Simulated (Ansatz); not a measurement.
Reaction (substitution at a C–Al bond): `B[CH2][AlH][OH]` + `[NH2][GeH3]` → `BC[NH][GeH3]` + `[OH][AlH2]`

Calculated with Ansatz (gas phase, PBE0-D4/def2-TZVP geometries, no zero-point term in ΔE). CBS: MP2 limit from def2 TZ/QZ plus the TZ coupled-cluster correction, frozen cores. This one scheme is used for every species. Functionals use def2-TZVPP. HSE06 is defined as in plane-wave codes. For Ge outer-core shells are correlated without core-valence functions, which leaves a few kJ/mol of doubt a bond. Scalar relativity is left out up to krypton. One conformer a species, not always the lowest.

```json
{"level": "HSE06-D4", "ΔE (kJ/mol)": "127.7"}
{"level": "CAM-B3LYP-D4", "ΔE (kJ/mol)": "126.6"}
{"level": "r2SCAN", "ΔE (kJ/mol)": "132.6"}
{"level": "r2SCAN0", "ΔE (kJ/mol)": "134.7"}
{"level": "CAM-B3LYP", "ΔE (kJ/mol)": "127.8"}
{"level": "MP2/def2-SVP", "ΔE (kJ/mol)": "124.0"}
{"level": "CCSD/def2-TZVPP", "ΔE (kJ/mol)": "135.5"}
{"level": "CCSD(T)/def2-TZVPP", "ΔE (kJ/mol)": "134.3"}
```

Question: What does CCSD(T)/CBS give? (Estimate.)

Answer: Computed: +135.0 kJ/mol. The listed levels differ from it by -7.3, -8.4, -2.4, -0.3, -7.2, -11.0, 0.5, -0.7 kJ/mol.

Largest T1 diagnostic among the species: 0.013.

From BLYP to BHLYP (50 % exact exchange), in def2-TZVPP and without D4, ΔE moves by +6.7 kJ/mol. Leaving LDA and LC-ωPBE aside and taking each functional with its dispersion term where it has one, the values, not all of them listed here, spread over 13.8 kJ/mol, from revPBE-D4 to r2SCAN0-D4. LDA lies −14.9 kJ/mol from PBE without D4.
